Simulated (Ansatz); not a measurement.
Geometry optimisation, DFT PBE-D3(BJ), scalar-relativistic, plane waves, PAW in Ansatz 0.2.0.

input.yaml

```yaml
crystal:
  lattice:
    - [7.398, 0.0, 0.0]
    - [-3.699, 6.406856, 0.0]
    - [0.0, 0.0, 11.0]
  atoms:
    - { symbol: C, position: [0.0, 0.0, 0.0909091] }
    - { symbol: C, position: [0.2222222, 0.1111111, 0.0909091] }
    - { symbol: C, position: [0.0, 0.3333333, 0.0909091] }
    - { symbol: C, position: [0.2222222, 0.4444444, 0.0909091] }
    - { symbol: C, position: [0.0, 0.6666667, 0.0909091] }
    - { symbol: C, position: [0.2222222, 0.7777778, 0.0909091] }
    - { symbol: C, position: [0.3333333, 0.0, 0.0909091] }
    - { symbol: C, position: [0.5555556, 0.1111111, 0.0909091] }
    - { symbol: C, position: [0.3333333, 0.3333333, 0.0909091] }
    - { symbol: C, position: [0.5555556, 0.4444444, 0.0909091] }
    - { symbol: C, position: [0.3333333, 0.6666667, 0.0909091] }
    - { symbol: C, position: [0.5555556, 0.7777778, 0.0909091] }
    - { symbol: C, position: [0.6666667, 0.0, 0.0909091] }
    - { symbol: C, position: [0.8888889, 0.1111111, 0.0909091] }
    - { symbol: C, position: [0.6666667, 0.3333333, 0.0909091] }
    - { symbol: C, position: [0.8888889, 0.4444444, 0.0909091] }
    - { symbol: C, position: [0.6666667, 0.6666667, 0.0909091] }
    - { symbol: C, position: [0.8888889, 0.7777778, 0.0909091] }
    - { symbol: C, position: [-0.0128671, 0.6559446, 0.2318182] }
    - { symbol: O, position: [-0.0128671, 0.6559446, 0.3372727] }
basis:
  ecutwfc: 420.0
kpoints:
  mp_grid: { grid: [2, 2, 1] }
hamiltonian:
  xc: pbe
  dispersion: d3bj
  pseudopotentials: { kind: paw, azcp: { folder: soft_1 } }
scf:
  occupations: { method: fermi_dirac, width: 0.02 }
  lower_state_search: "off"
relax:
  f_tol: 0.03
  max_steps: 60
  adjacent_minimum: "off"
```

Run as:

```bash
$ ansatz run input.yaml --threads 1 --pin off --max-ram 3072MiB --backend cpu --events-out ev --progress --plain --runs-dir out
```

Where does it end, and by what steps?

The run converged. Limits of this set-up: coarse k mesh, slab without dipole correction. After 25 steps the energy has fallen by 3.761 eV; C19 moved furthest, 1.55 Å. Parted: C5–C19 (1.55 → 3.22 Å).

```json
{"step": "0", "energy less start (eV)": "0.0000", "largest force component (eV/Å)": "3.533", "accepted": "yes"}
{"step": "1", "energy less start (eV)": "-0.7527", "largest force component (eV/Å)": "1.983", "accepted": "yes"}
{"step": "2", "energy less start (eV)": "-1.0625", "largest force component (eV/Å)": "1.401", "accepted": "yes"}
{"step": "3", "energy less start (eV)": "-1.1835", "largest force component (eV/Å)": "1.181", "accepted": "yes"}
{"step": "4", "energy less start (eV)": "-1.3026", "largest force component (eV/Å)": "2.957", "accepted": "yes"}
{"step": "5", "energy less start (eV)": "-1.8428", "largest force component (eV/Å)": "5.676", "accepted": "yes"}
{"step": "6", "energy less start (eV)": "-2.5412", "largest force component (eV/Å)": "6.806", "accepted": "yes"}
{"step": "7", "energy less start (eV)": "-3.3063", "largest force component (eV/Å)": "4.968", "accepted": "yes"}
{"step": "8", "energy less start (eV)": "-3.6545", "largest force component (eV/Å)": "1.205", "accepted": "yes"}
{"step": "9", "energy less start (eV)": "-3.7210", "largest force component (eV/Å)": "0.379", "accepted": "yes"}
{"step": "10", "energy less start (eV)": "-3.7426", "largest force component (eV/Å)": "0.215", "accepted": "yes"}
{"step": "11", "energy less start (eV)": "-3.7463", "largest force component (eV/Å)": "0.239", "accepted": "yes"}
{"step": "12", "energy less start (eV)": "-3.7321", "largest force component (eV/Å)": "1.349", "accepted": "no"}
{"step": "13", "energy less start (eV)": "-3.7486", "largest force component (eV/Å)": "0.241", "accepted": "yes"}
{"step": "14", "energy less start (eV)": "-3.7491", "largest force component (eV/Å)": "0.843", "accepted": "yes"}
{"step": "15", "energy less start (eV)": "-3.7557", "largest force component (eV/Å)": "0.429", "accepted": "yes"}
{"step": "16", "energy less start (eV)": "-3.7552", "largest force component (eV/Å)": "0.438", "accepted": "no"}
{"step": "17", "energy less start (eV)": "-3.7576", "largest force component (eV/Å)": "0.113", "accepted": "yes"}
{"step": "18", "energy less start (eV)": "-3.7554", "largest force component (eV/Å)": "0.209", "accepted": "no"}
{"step": "19", "energy less start (eV)": "-3.7587", "largest force component (eV/Å)": "0.124", "accepted": "yes"}
{"step": "20", "energy less start (eV)": "-3.7598", "largest force component (eV/Å)": "0.087", "accepted": "yes"}
{"step": "21", "energy less start (eV)": "-3.7601", "largest force component (eV/Å)": "0.227", "accepted": "yes"}
{"step": "22", "energy less start (eV)": "-3.7582", "largest force component (eV/Å)": "0.162", "accepted": "no"}
{"step": "23", "energy less start (eV)": "-3.7605", "largest force component (eV/Å)": "0.041", "accepted": "yes"}
{"step": "24", "energy less start (eV)": "-3.7590", "largest force component (eV/Å)": "0.135", "accepted": "no"}
{"step": "25", "energy less start (eV)": "-3.7606", "largest force component (eV/Å)": "0.011", "accepted": "yes"}
```

```xyz
20
Lattice="7.3980 0.0000 0.0000 -3.6990 6.4069 0.0000 0.0000 0.0000 11.0000" Properties=species:S:1:pos:R:3
C -0.012 -0.031 0.882
C 1.226 0.683 0.883
C -1.254 2.115 0.882
C -0.011 2.833 0.883
C -2.473 4.254 0.870
C -1.254 4.957 0.874
C 2.445 -0.020 0.881
C 3.688 0.697 0.882
C 1.226 2.118 0.884
C 2.445 2.822 0.881
C -0.012 4.240 0.880
C 1.226 4.954 0.882
C 4.925 -0.017 0.883
C 6.143 0.686 0.884
C 3.687 2.104 0.880
C 4.925 2.819 0.876
C 2.445 4.251 0.880
C 3.687 4.968 0.876
C -2.860 4.110 4.059
O -1.943 4.710 4.358
```

Whether the end is a true minimum wasn't checked by a vibrational analysis.

Time of the run: 2.2 min on 1 thread of Arm Neoverse V2 (shared host), peak memory 0.6 GiB.
